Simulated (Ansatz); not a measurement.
Two isomers of C3H5ClSi: A = `[SiH3]C1=C(Cl)C1`, B = `C#C[SiH2]CCl`.

Gas-phase electronic energies from Ansatz, PBE0-D4/def2-TZVP geometries. CCSD(T)/CBS adds triple-zeta CCSD(T) − MP2 to the extrapolated MP2 energy (def2 sets, frozen cores). DFT in def2-TZVPP. One conformer a species, not always the lowest.

Question: Which is lower in electronic energy at CCSD(T)/CBS, and by how much? (An estimate is asked.)

Answer: Ansatz gave: B, by 26.6 kcal/mol.

Question: Give E(B) − E(A) in kcal/mol with PBE-D4, r2SCAN-D4, MP2/def2-TZVPP, HF/def2-TZVPP, B2PLYP, CCSD(T)/def2-TZVPP, CCSD/def2-TZVPP. (An estimate is asked.)

Answer: The calculation gave: PBE-D4 -17.2, r2SCAN-D4 -20.4, MP2/def2-TZVPP -24.6, HF/def2-TZVPP -30.0, B2PLYP -25.2, CCSD(T)/def2-TZVPP -25.6, CCSD/def2-TZVPP -26.3. None reverses the order clearly.

Largest T1 diagnostic: 0.011.

From PBE to PBE0 (25 % exact exchange), in def2-TZVPP and without D4, E(B) − E(A) moves by −1.0 kcal/mol. In def2-TZVPP, CCSD(T) changes the Hartree–Fock value by +4.5 kcal/mol (the triples alone add +0.8 kcal/mol) and MP2 by +5.4 kcal/mol.
